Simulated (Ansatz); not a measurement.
CH$_{4}$FNOSi (`N[Si]1(F)CO1`). Charge 0, multiplicity 1.

Cartesian coordinates in Å:
```
N 0.685 -0.023 1.524
Si -0.396 -0.114 0.247
F -1.840 -0.027 0.895
C -0.177 0.268 -1.485
O -0.118 -1.164 -0.961
H 1.669 -0.198 1.423
H 0.417 0.280 2.444
H -1.014 0.410 -2.166
H 0.773 0.569 -1.921
```

(1) Give the diagnostics of a CCSD(T)/def2-TZVPP run (frozen core, the Gaussian-basis code of Ansatz). (Best estimate.)

## Answers

(1) The calculation gave: T1 = 0.0121, largest single amplitude 0.012, largest double 0.018, (T) share of the correlation energy 3.6 %, 9 CCSD cycles. The RHF solution is stable towards an unrestricted one. T1 lies under the customary mark of 0.02 for closed shells.
